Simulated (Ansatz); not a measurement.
Ideal-gas functions of H2S2Zn (`[SH][Zn][SH]`) at 800 K and 1 bar, from an Ansatz frequency run at PBE0-D4/def2-TZVP.

Molar mass 131.54 g/mol, point group C2 (symmetry number 2), electronic degeneracy 1, moments of inertia 3.522, 311.522, 311.545 u Å². Harmonic wavenumbers (cm⁻¹, unscaled): 99, 99, 151, 331, 469, 646, 648, 2703, 2703.

Use S(trans) = R[1.5 ln M + 2.5 ln T − 1.1517]; rotational temperatures θ = 24.2544 K / I; S(rot) = R[ln(√π/σ · √(T³/θAθBθC)) + 1.5]; for each mode x = 1.438777 ν̃/T, S = R[x/(eˣ − 1) − ln(1 − e⁻ˣ)] and H = RT x/(eˣ − 1); 1 cm⁻¹ = 0.0119627 kJ/mol; R = 8.31446 J/(mol·K).

Task: By hand: the entropy, in J/(mol·K).

Result: Translation 190.2. Rotation: θ = 6.8865, 0.0779, 0.0779 K, giving 108.0. Vibration, mode by mode: 22.67, 22.67, 19.18, 12.75, 9.97, 7.52, 7.50, 0.38, 0.38, in all 103.0. Electronic 0.0. Sum 401.2 J/(mol·K).

Task: By hand: H − E and G − E in kJ/mol, counted from the electronic energy.

Result: Zero-point energy ½ × 7849 × 0.0119627 = 46.9; thermal vibration 34.6; translation, rotation and pV give 4 RT = 26.6. H − E = 108.1 kJ/mol, and G − E = 108.1 − 800 × 401.2/1000 = -212.9 kJ/mol.

Vibration gives 26 % of the entropy, 45.3 J/(mol·K) of it from the modes under 150 cm⁻¹: soft modes count most, and the harmonic formula is weakest for them. The sum counts one conformer and one mirror image; others add a mixing term.
